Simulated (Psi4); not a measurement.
Method: SAPT0/jun-cc-pVDZ, frozen core in Psi4.

Psi4 input:

```
molecule {
0 1
C 0.59003295 0.01691009 -0.09829213
C -0.59002952 -0.01695689 0.09829391
H 1.63779017 0.04726519 -0.27293944
H -1.63779361 -0.04721840 0.27293766
--
0 1
F 4.24714791 0.20054857 0.68693976
B 4.24085929 -1.08996476 0.43110392
F 3.29160883 -1.85524233 0.92438213
F 5.18428468 -1.61625811 -0.31949840
units angstrom
symmetry c1
no_reorient
no_com
}
set basis jun-cc-pvdz
set scf_type df
set freeze_core true
energy('sapt0')
```

Part of the output:

```
    SAPT Results
  --------------------------------------------------------------------------------------------------------
    Electrostatics                  1.69576155 [mEh]       1.06410644 [kcal/mol]       4.45222135 [kJ/mol]
      Elst10,r                      1.69576155 [mEh]       1.06410644 [kcal/mol]       4.45222135 [kJ/mol]

    Exchange                        1.27618008 [mEh]       0.80081509 [kcal/mol]       3.35061034 [kJ/mol]
      Exch10                        1.27618008 [mEh]       0.80081509 [kcal/mol]       3.35061034 [kJ/mol]
      Exch10(S^2)                   1.27502466 [mEh]       0.80009005 [kcal/mol]       3.34757677 [kJ/mol]

    Induction                      -0.18971332 [mEh]      -0.11904691 [kcal/mol]      -0.49809225 [kJ/mol]
      Ind20,r                      -0.47428420 [mEh]      -0.29761783 [kcal/mol]      -1.24523300 [kJ/mol]
      Exch-Ind20,r                  0.32830474 [mEh]       0.20601433 [kcal/mol]       0.86196397 [kJ/mol]
      delta HF,r (2)               -0.04373385 [mEh]      -0.02744341 [kcal/mol]      -0.11482322 [kJ/mol]

    Dispersion                     -0.92430214 [mEh]      -0.58000835 [kcal/mol]      -2.42675493 [kJ/mol]
      Disp20                       -0.99046091 [mEh]      -0.62152360 [kcal/mol]      -2.60045476 [kJ/mol]
      Exch-Disp20                   0.06615877 [mEh]       0.04151525 [kcal/mol]       0.17369982 [kJ/mol]
      Disp20 (SS)                  -0.49523045 [mEh]      -0.31076180 [kcal/mol]      -1.30022738 [kJ/mol]
      Disp20 (OS)                  -0.49523045 [mEh]      -0.31076180 [kcal/mol]      -1.30022738 [kJ/mol]
      Exch-Disp20 (SS)              0.03766326 [mEh]       0.02363405 [kcal/mol]       0.09888488 [kJ/mol]
      Exch-Disp20 (OS)              0.02849551 [mEh]       0.01788120 [kcal/mol]       0.07481494 [kJ/mol]

  Total HF                          2.78222831 [mEh]       1.74587463 [kcal/mol]       7.30473943 [kJ/mol]
  Total SAPT0                       1.85792618 [mEh]       1.16586628 [kcal/mol]       4.87798450 [kJ/mol]
```
